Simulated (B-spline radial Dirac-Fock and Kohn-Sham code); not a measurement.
# Auger decay of the 3d5/2 hole in Pt³⁺

System: the Pt³⁺ ion, configuration 1s2 2s2 2p6 3s2 3p6 3d10 4s2 4p6 4d10 4f14 5s2 5p6 5d7, inside a Watson sphere of charge -3 and radius 1.8 Å (a model of the Madelung potential; inside it an electron's potential energy is raised by 24.0 eV).

The computed values come from a radial atomic solver: a relativistic independent-particle model: LDA orbitals of the hole state, radiative multipoles to third order, Auger rates from the Coulomb interaction with a continuum orbital, Dirac-Fock energies. Kinetic energies are configuration averages from the vacuum level; the two-hole energies are estimated from single-hole states.

| transition | kinetic energy (eV) | width (meV) | share (%) |
| --- | --- | --- | --- |
| M5-N1N5 | 1021.7 | 90.6 | 4.1 |
| M5-N2N5 | 1136.7 | 92.4 | 4.2 |
| M5-N3N5 | 1230.8 | 141 | 6.4 |
| M5-N4N5 | – | 195 | 8.8 |
| M5-N5N5 | 1435.8 | 219 | 9.9 |
| M5-N4N7 | – | 97.4 | 4.4 |
| M5-N5N6 | 1680.9 | 155 | 7.0 |
| M5-N5N7 | 1686.1 | 246 | 11.1 |
| M5-N6N7 | 1929.3 | 373 | 16.9 |
| M5-N7N7 | 1933.3 | 255 | 11.6 |

A dash stands for an energy that rests on an unreliable hole state.

The listed channels hold 84 % of the non-radiative rate. Summed by principal shells, of 2.21 eV in all: MNN 91.5 %, MNO 8.3 %, MOO 0.2 %.
